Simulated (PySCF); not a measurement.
Au, charge +1, singlet (core potentials on Au); MN15/def2-SVP (PySCF).

Input for PySCF:
```python
from pyscf import gto, scf, dft

mol = gto.Mole()
mol.atom = '''
    Au    0.000000    0.000000    0.000000
'''
mol.basis = 'def2-svp'
mol.ecp = {'Au': 'def2-svp'}
mol.charge = 1
mol.spin = 0
mol.verbose = 4
mol.build()

mf = dft.RKS(mol)
mf.xc = 'mn15'
mf.grids.level = 4
mf.kernel()
mf.analyze()
```

The log (banner, timings and long lists left out):

```
PySCF version 2.14.0

[INPUT] verbose = 4
[INPUT] num. atoms = 1
[INPUT] num. electrons = 18
[INPUT] charge = 1
[INPUT] spin (= nelec alpha-beta = 2S) = 0
[INPUT] symmetry False subgroup None
[INPUT] Mole.unit = angstrom
[INPUT] Symbol           X                Y                Z      unit          X                Y                Z       unit  Magmom
[INPUT]  1 Au     0.000000000000   0.000000000000   0.000000000000 AA    0.000000000000   0.000000000000   0.000000000000 Bohr   0.0

nuclear repulsion = 0
number of shells = 12
number of NR pGTOs = 57
number of NR cGTOs = 32
basis = def2-svp
ecp = {'Au': 'def2-svp'}

******** <class 'pyscf.dft.rks.RKS'> ********
method = RKS
initial guess = minao
damping factor = 0
level_shift factor = 0
DIIS = <class 'pyscf.scf.diis.CDIIS'>
diis_start_cycle = 1
diis_space = 8
diis_damp = 0
SCF conv_tol = 1e-09
SCF conv_tol_grad = None
SCF max_cycles = 50
direct_scf = True
direct_scf_tol = 1e-13
XC library pyscf.dft.libxc version 7.1.2
    S. Lehtola, C. Steigemann, M. J. T. Oliveira, and M. A. L. Marques,  SoftwareX 7, 1–5 (2018)
XC functionals = mn15
    H. S. Yu, X. He, S. L. Li, and D. G. Truhlar,  Chem. Sci. 7, 5032–5051 (2016)
    H. S. Yu, X. He, S. L. Li, and D. G. Truhlar,  Chem. Sci. 7, 5032–5051 (2016)
radial grids:
    Treutler-Ahlrichs [JCP 102, 346 (1995); DOI:10.1063/1.469408] (M4) radial grids

becke partition: Becke, JCP 88, 2547 (1988); DOI:10.1063/1.454033
pruning grids: <function nwchem_prune>
grids dens level: 4
symmetrized grids: False
atomic radii adjust function: <function treutler_atomic_radii_adjust>
small_rho_cutoff = 0
Set gradient conv threshold to 3.16228e-05
Initial guess from minao.
tot grids = 35032
init E= -123.787235646421
  HOMO = -1.21338567513488  LUMO = -0.797673530536189  gap/eV = 11.31210
cycle= 1 E= -134.800509203499  delta_E=  -11  |g|= 1.15  |ddm|= 9.92
  HOMO = -0.385262449402975  LUMO = -0.300513462154389  gap/eV = 2.30614
cycle= 2 E= -134.883649200901  delta_E= -0.0831  |g|= 1.13  |ddm|= 2.16
  HOMO = -0.648355689534191  LUMO = -0.416005383287776  gap/eV = 6.32257
cycle= 3 E= -135.121753268674  delta_E= -0.238  |g|= 0.02  |ddm|= 0.936
  HOMO = -0.649643393758892  LUMO = -0.41937463736241  gap/eV = 6.26593
cycle= 4 E= -135.121881403543  delta_E= -0.000128  |g|= 0.00591  |ddm|= 0.0315
  HOMO = -0.652680290560367  LUMO = -0.421330940097422  gap/eV = 6.29534
cycle= 5 E= -135.121886621757  delta_E= -5.22e-06  |g|= 7.35e-05  |ddm|= 0.00554
  HOMO = -0.652678978347498  LUMO = -0.42131828336265  gap/eV = 6.29565
cycle= 6 E= -135.121886623263  delta_E= -1.51e-09  |g|= 1.82e-06  |ddm|= 0.00011
  HOMO = -0.652680155686783  LUMO = -0.421319370301564  gap/eV = 6.29565
cycle= 7 E= -135.121886623263  delta_E= -6.54e-13  |g|= 1.31e-08  |ddm|= 2.5e-06
  HOMO = -0.652680162866305  LUMO = -0.421319372525931  gap/eV = 6.29565
Extra cycle  E= -135.121886623263  delta_E=    0  |g|= 9.99e-09  |ddm|= 2.07e-08
converged SCF energy = -135.121886623263
**** SCF Summaries ****
Total Energy =                        -135.121886623263379
Nuclear Repulsion Energy =               0.000000000000000
One-electron Energy =                 -232.376737940675014
Two-electron Energy =                   97.254851317411635
Two-electron Coulomb Energy =          109.612073263083687
DFT Exchange-Correlation Energy =      -12.357221945672048
HOMO-LUMO gap [eV] =                     6.295647775844211
**** MO energy ****
MO #1   energy= -4.40525695117354  occ= 2
MO #2   energy= -2.61435135703258  occ= 2
MO #3   energy= -2.61435135703258  occ= 2
MO #4   energy= -2.61435135703257  occ= 2
MO #5   energy= -0.652680162866313 occ= 2
MO #6   energy= -0.652680162866309 occ= 2
MO #7   energy= -0.652680162866307 occ= 2
MO #8   energy= -0.652680162866306 occ= 2
MO #9   energy= -0.652680162866305 occ= 2
MO #10  energy= -0.421319372525931 occ= 0
MO #11  energy= -0.162821345546916 occ= 0
MO #12  energy= -0.162821345546915 occ= 0
MO #13  energy= -0.162821345546913 occ= 0
MO #14  energy= -0.00863005135200989 occ= 0
MO #15  energy= 0.252690370482574  occ= 0
MO #16  energy= 0.252690370482576  occ= 0
MO #17  energy= 0.252690370482579  occ= 0

WARN: System has nonzero charge 1; the dipole moment is origin-dependent.
Location of origin: [0. 0. 0.]

Dipole moment(X, Y, Z, Debye): -0.00000,  0.00000,  0.00000
```
